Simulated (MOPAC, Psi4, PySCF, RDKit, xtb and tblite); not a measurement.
Internal rotation in CH6O2Si2, SMILES O=C[SiH2]O[SiH3], singlet. Scanned: dihedral O1–C2–Si3–O4; all other coordinates were relaxed at GFN2-xTB. Points at φ and −φ are mirror images.

Geometry of the scan point at 165° (Å):
```
11

O     -1.1366     1.7972    -1.0293
C     -1.7765     0.7959    -0.8322
Si    -1.0546    -0.8176    -0.0873
O     -2.3516    -1.6776     0.3399
Si    -3.3343    -2.8762     0.8364
H     -2.8612     0.7915    -1.0890
H     -0.2659    -0.5257     1.1040
H     -0.3091    -1.5447    -1.1121
H     -4.1661    -2.2785     1.8762
H     -4.0932    -3.2752    -0.3457
H     -2.4941    -3.9579     1.3443
```

Computed with: GFN2-xTB (xtb and tblite); PBE/def2-TZVP // GFN2-xTB (Psi4); PBE-D3(BJ)/def2-TZVP // GFN2-xTB (Psi4); r2SCAN/def2-TZVP // GFN2-xTB (Psi4); MP2/cc-pVTZ = DF-MP2 (frozen core)/cc-pVTZ // GFN2-xTB (Psi4); HF/cc-pVTZ // GFN2-xTB (Psi4); UFF // GFN2-xTB (RDKit); PM6, restricted, heats of formation // GFN2-xTB (MOPAC); PM3, restricted, heats of formation // GFN2-xTB (MOPAC); RKS-B3LYP/6-31G* = PySCF with restricted B3LYP/6-31G*, spherical d // GFN2-xTB; RKS-B3LYP/LANL2DZ = PySCF with restricted B3LYP/LANL2DZ, with its core potentials past Ne // GFN2-xTB; RHF/6-31G* = restricted Hartree-Fock/6-31G*, spherical d // GFN2-xTB run with PySCF; RMP2/3-21G = PySCF with restricted MP2 (frozen core)/3-21G // GFN2-xTB.

Least-squares fit of E(φ) = a0 + Σ (a_n cos nφ + b_n sin nφ), n = 1 to 4, to the 24 scan points, in kJ/mol above the lowest point of each profile (levels whose profile four harmonics don't fit are not listed):

| method | a0 | a1 | b1 | a2 | b2 | a3 | b3 | a4 | b4 | rms of fit |
|---|---|---|---|---|---|---|---|---|---|---|
| GFN2-xTB | 3.91 | 0.99 | 0.00 | -3.50 | 0.00 | -1.01 | 0.00 | -0.28 | 0.00 | 0.05 |
| PBE/def2-TZVP | 6.10 | -1.18 | 0.00 | -4.36 | 0.00 | -0.87 | 0.00 | 0.05 | 0.00 | 0.11 |
| PBE-D3(BJ)/def2-TZVP | 7.89 | -2.14 | 0.00 | -4.90 | 0.00 | -1.07 | 0.00 | -0.04 | 0.00 | 0.11 |
| r2SCAN/def2-TZVP | 8.55 | -2.11 | 0.00 | -5.33 | 0.00 | -1.28 | 0.00 | -0.10 | 0.00 | 0.10 |
| MP2/cc-pVTZ | 8.12 | -2.43 | 0.00 | -4.66 | 0.00 | -1.20 | 0.00 | -0.10 | 0.00 | 0.11 |
| HF/cc-pVTZ | 2.81 | 0.70 | 0.00 | -2.95 | 0.00 | -0.67 | 0.00 | 0.42 | 0.00 | 0.22 |
| UFF | 83.18 | -45.80 | 0.00 | -38.61 | 0.00 | -1.61 | 0.00 | 1.55 | 0.00 | 2.96 |
| PM6 | 5.90 | 6.34 | 0.00 | 5.35 | 0.00 | 1.56 | 0.00 | 0.98 | 0.00 | 0.72 |
| PM3 | 6.27 | 1.45 | 0.00 | -4.83 | 0.00 | 1.52 | 0.00 | 1.89 | 0.00 | 0.37 |
| RKS-B3LYP/6-31G* | 5.21 | -0.59 | 0.00 | -4.30 | 0.00 | -0.66 | 0.00 | -0.07 | 0.00 | 0.17 |
| RKS-B3LYP/LANL2DZ | 5.88 | 4.68 | 0.00 | -1.42 | 0.00 | -0.32 | 0.00 | 0.22 | 0.00 | 0.34 |
| RHF/6-31G* | 3.97 | 1.00 | 0.00 | -3.61 | 0.00 | -0.53 | 0.00 | 0.30 | 0.00 | 0.19 |
| RMP2/3-21G | 8.43 | -0.75 | 0.00 | -5.29 | 0.00 | -1.52 | 0.00 | -1.24 | 0.00 | 0.20 |
